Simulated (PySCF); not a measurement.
## Ionisation energy along the 4-electron series

Calculated with PySCF 2.14 and a two-component X2C-1e Hamiltonian (Gaussian nucleus, no Breit or QED terms), each ion in its own even-tempered basis scaled to its charge; GMP2 freezes nothing and drops the highest virtual spinors. Values in eV. NIST values: (m) measured, (s) semi-empirical, (t) theoretical.

```json
{"ion": "C²⁺", "configuration": "[He] 2s2", "GHF (screened spin-orbit)": "45.797", "GMP2 (screened spin-orbit)": "47.122", "NIST": "47.888 (m)"}
{"ion": "O⁴⁺", "configuration": "[He] 2s2", "GHF (screened spin-orbit)": "111.10", "GMP2 (screened spin-orbit)": "112.83", "NIST": "113.90 (m)"}
```

Problem. Fill in the row of N³⁺.

Solution. configuration: [He] 2s2; GHF (screened spin-orbit): 75.022; GMP2 (screened spin-orbit): 76.554; NIST: 77.474 (m).
